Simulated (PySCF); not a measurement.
Be: excitation energy

Be [He] 2s2 (1S) → Be [He] 2s1 2p1 (3P), as a difference of total energies. Computed with PySCF 2.14 in dyall-acv3z (15s9p4d2f, 76 functions), with scalar relativity by spin-free X2C-1e. Correlated levels: valence: 1s2 frozen; virtual orbitals above 40 to 60 times the deepest correlated orbital energy dropped. The calculations carry no spin-orbit coupling.

Q: Order these methods by the excitation energy they give, lowest first.
A. UHF
B. CCSD (valence)
C. MP2 (valence)
D. SCS-MP2 (valence)

A: A (13042 cm⁻¹), C (18827 cm⁻¹), D (20520 cm⁻¹), B (22058 cm⁻¹).

Errors of the correlated levels include the incompleteness of this basis and the frozen core.

With two correlated electrons CCSD is exact in that space.

For comparison: 21980 cm⁻¹ (measured; NIST levels, between the centres of gravity of the two terms).
